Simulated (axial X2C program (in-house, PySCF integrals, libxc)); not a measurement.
**Spin–orbit effects down a group: molecules with Zn (ions), PBE0**

Computed with an in-house all-electron X2C program for linear molecules (integrals from PySCF), spin-free (one-electron X2C) or two-component (2c: spin–orbit coupling with atomic mean-field Coulomb and Gaunt terms, which also bring small scalar terms), in Dyall basis sets with cores contracted in-house; open shells are unrestricted.

Basis sets: H dyall-v3z, Li dyall-cv3z, Na dyall-v3z, Zn dyall-cv3z, Zn dyall-v3z.

```tsv
molecule	spin-free state	Re (Å)	ωe (cm⁻¹)	De (eV)	2c state	Re 2c (Å)	ωe 2c (cm⁻¹)	De 2c (eV)
ZnH⁺	M_S = 0, Λ = 0	1.513	1955.8	2.40	Ω = 0	1.513	1955.1	2.39
LiZn⁺	M_S = 0, Λ = 0	2.668	257.7	0.65	Ω = 0	2.668	257.7	0.65
NaZn⁺	M_S = 0, Λ = 0	3.001	130.3	0.44	Ω = 0	3.001	130.3	0.44
```

Q: Work out the shifts from the spin-free to the two-component result.

A: 

```tsv
molecule	2c state	ΔRe (Å)	Δωe (cm⁻¹)	ΔDe (eV)
ZnH⁺	Ω = 0	0.000	-0.7	-0.01
LiZn⁺	Ω = 0	0.000	0.0	0.00
NaZn⁺	Ω = 0	0.000	0.0	0.00
```

Shifts of one unit in the last digit are rounding.

Fragments in 2c: Zn+ + H, Zn + Li+, Zn + Na+. Each entry is the lowest single determinant of a limited PBE0 search at one distance. De goes to single-determinant-based atoms at the same level (for ions the charge split of lowest energy) and is withheld (n/a) where an atom does not fit its ground term or J level. Main or longest-lived isotopes.
